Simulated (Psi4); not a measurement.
tungsten atom (W), quintet (core potentials on W); CAM-B3LYP/def2-SVP (Psi4).

The Psi4 input:
```
memory 2 GB

molecule {
0 5
W     0.00000000    0.00000000    0.00000000
}

set {
  basis def2-svp
  reference uks
  diis_max_vecs 3
}

energy('cam-b3lyp')
print_variables()
```

**Question.** What does Psi4 print? Leave out banner, timings and long lists.

**Answer.** 
```
   => Loading Basis Set <=

    Name: DEF2-SVP
    Role: ORBITAL
    Keyword: BASIS

    !!!  WARNING: ECP capability is in beta. Please check occupations closely.  !!!

         ---------------------------------------------------------
                                   SCF
               by Justin Turney, Rob Parrish, Andy Simmonett
                          and Daniel G. A. Smith
                              UKS Reference
         ---------------------------------------------------------

  ==> Geometry <==

    Molecular point group: d2h
    Geometry (in Angstrom), charge = 0, multiplicity = 5:

       Center              X                  Y                   Z               Mass
    ------------   -----------------  -----------------  -----------------  -----------------
         W            0.000000000000     0.000000000000     0.000000000000   183.950930920000

  Running in d2h symmetry.

  Rotational constants: A = ************  B = ************  C = ************ [cm^-1]
  Rotational constants: A = ************  B = ************  C = ************ [MHz]
  Nuclear repulsion =    0.000000000000000

  Charge       = 0
  Multiplicity = 5
  Electrons    = 14
  Nalpha       = 9
  Nbeta        = 5

  ==> Algorithm <==

  SCF Algorithm Type is DF.
  DIIS enabled.
  MOM disabled.
  Fractional occupation disabled.
  Guess Type is CORE.
  Energy threshold   = 1.00e-06
  Density threshold  = 1.00e-06
  Integral threshold = 1.00e-12

  ==> Primary Basis <==

  Basis Set: DEF2-SVP
    Blend: DEF2-SVP
    Number of shells: 12
    Number of basis functions: 32
    Number of Cartesian functions: 37
    Spherical Harmonics?: true
    Max angular momentum: 3

  Core potential: DEF2-SVP
    Number of shells: 4
    Number of ECP primitives: 10
    Number of ECP core electrons: 60
    Max angular momentum: 3

  ==> DFT Potential <==

   => LibXC <=

    Version 7.1.2
    S. Lehtola, C. Steigemann, M. J. T. Oliveira, and M. A. L. Marques,  SoftwareX 7, 1–5 (2018) (10.1016/j.softx.2017.11.002)

   => Composite Functional: CAM-B3LYP <=

    CAM-B3LYP Hyb-GGA Exchange-Correlation Functional

    T. Yanai, D. P. Tew, and N. C. Handy,  Chem. Phys. Lett. 393, 51 (2004) (10.1016/j.cplett.2004.06.011)

    Deriv               =              1
    GGA                 =           TRUE
    Meta                =          FALSE

    Exchange Hybrid     =           TRUE
    MP2 Hybrid          =          FALSE

   => Exchange Functionals <=

[...]
   @S^2 Observed:                6.096410027E+00
   @S   Expected:                2.000000000E+00
   @S   Observed:                2.000000000E+00

    Orbital Energies [Eh]
    ---------------------

    Alpha Occupied:

[...]
    Alpha Virtual:

[...]
    Beta Occupied:

[...]
    Beta Virtual:

[...]
    Final Occupation by Irrep:
             Ag   B1g   B2g   B3g    Au   B1u   B2u   B3u
    DOCC [     2,    0,    0,    0,    0,    1,    1,    1 ]
    SOCC [     1,    1,    1,    1,    0,    0,    0,    0 ]
    NA   [     3,    1,    1,    1,    0,    1,    1,    1 ]
    NB   [     2,    0,    0,    0,    0,    1,    1,    1 ]

  @DF-UKS Final Energy:   -66.86253566817859

   => Energetics <=

    Nuclear Repulsion Energy =              0.0000000000000000
    One-Electron Energy =                -112.6269969370030708
    Two-Electron Energy =                  50.8646447501915375
    DFT Exchange-Correlation Energy =      -5.1001834813670541
    Empirical Dispersion Energy =           0.0000000000000000
    VV10 Nonlocal Energy =                  0.0000000000000000
    Total Energy =                        -66.8625356681785945

  UHF NO Occupations:
  HONO-2 :    1B1g 1.0000000
  HONO-1 :    1B3g 1.0000000
  HONO-0 :    1B2g 1.0000000
  LUNO+0 :    4 Ag 0.0490904
  LUNO+1 :    2B3u 0.0001503
  LUNO+2 :    2B1u 0.0000749
  LUNO+3 :    2B2u 0.0000748

Computation Completed

Properties will be evaluated at   0.000000,   0.000000,   0.000000 [a0]

Properties computed using the SCF density matrix

 Multipole Moments:

 ------------------------------------------------------------------------------------
     Multipole            Electronic (a.u.)      Nuclear  (a.u.)        Total (a.u.)
 ------------------------------------------------------------------------------------

 L = 1.  Multiply by 2.5417464519 to convert [e a0] to [Debye]
 Dipole X            :          0.0000000            0.0000000            0.0000000
 Dipole Y            :          0.0000000            0.0000000            0.0000000
 Dipole Z            :          0.0000000            0.0000000            0.0000000
 Magnitude           :                                                    0.0000000

 ------------------------------------------------------------------------------------

  Variable Map:
  ----------------------------------------------------------------------------
[...]
  Array Variable Map:
  ----------------------------------------------------------------------------
[...]
[...]
```
